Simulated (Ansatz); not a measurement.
A nudged elastic band was laid between two geometries of CH₄AlB₂Cl (9 atoms, charge 0, multiplicity 1).

These are results of RKS CAM-B3LYP-D4/def2-SVP (Ansatz 0.2.0), not measurements.

```yaml
movable_images: 7
climbing_image: yes
spring: 5.0 eV/Å²
optimiser: quadratic models (default)
start_path: through a guess of the saddle point
force_threshold: 0.05 eV/Å
iteration_limit: 60
end_points: relaxed
```

First end point:

```xyz
9
Properties=species:S:1:pos:R:3
Cl -1.794 -2.640 0.379
B -0.854 -1.183 0.372
B 0.766 -0.760 0.134
C 0.802 0.542 -0.630
Al -0.866 0.923 0.437
H 1.712 -1.122 0.794
H 1.694 1.116 -0.897
H -0.004 0.704 -1.404
H -1.369 2.375 0.798
```

Last end point:

```xyz
9
Properties=species:S:1:pos:R:3
Cl -1.395 -3.341 1.011
B -0.676 -1.852 0.577
B 0.844 -1.216 0.158
C 0.910 0.221 -0.140
Al -0.916 0.177 0.219
H 1.753 -2.017 0.141
H 1.751 0.851 -0.425
H -0.746 3.404 -0.797
H -1.437 3.727 -0.762
```

Q: What changes between the two ends?

A: Bonds broken: C4–H8, Al5–H9. Bonds formed: H8–H9. CH4AlB2Cl becomes CH2AlB2Cl + H2.

Q: Give the energies along the band, and the barrier.

A: The run converged. The highest image is number 4 of 0 to 8, 234.1 kJ/mol above the first end and 102.5 kJ/mol above the last; the last end lies 131.6 kJ/mol above the first. Neighbouring images differ by up to 1.6 eV, so the band resolves the path poorly. A vibrational analysis at the climbing image gives one clearly imaginary mode, 1517i cm⁻¹: a first-order saddle point. The orbitals stay closed-shell, which can raise the energy where a bond breaks towards radicals; this wasn't checked here.

```tsv
image	path coordinate (Å)	energy (kJ/mol)	C4–H8 (Å)	Al5–H9 (Å)	H8–H9 (Å)
0	0.00	0.0	1.13	1.58	3.08
1	0.98	15.2	1.12	1.58	2.79
2	1.96	44.6	1.12	1.59	2.56
3	2.93	76.8	1.12	1.59	2.12
4	3.91	234.1	1.58	1.77	1.02
5	5.17	145.1	2.53	2.89	0.77
6	6.43	131.5	3.35	4.18	0.76
7	7.69	131.8	3.51	3.82	0.76
8	8.95	131.6	3.65	3.72	0.76
```

Q: What is the geometry of the highest image?

A: 
```xyz
9
Properties=species:S:1:pos:R:3:forces:R:3
Cl -1.528 -2.628 1.368 0.00 0.01 -0.01
B -0.776 -1.300 0.583 0.00 -0.01 0.01
B 0.670 -0.767 -0.075 0.00 0.00 0.00
C 0.848 0.704 0.163 0.00 0.00 0.00
Al -1.038 0.831 0.487 0.00 0.00 0.00
H 1.318 -1.467 -0.823 0.00 0.00 0.00
H 1.789 1.248 0.049 0.00 0.00 0.00
H -0.128 1.484 -0.807 0.00 0.00 0.00
H -1.068 1.848 -0.964 0.00 0.00 0.00
```

The band took 20 iterations and of the order of 10 core-minutes.

Time of the run: 5 min on 2 threads of Intel(R) Xeon(R) Platinum 8488C (Sapphire Rapids) (shared host), peak memory 0.28 GiB.
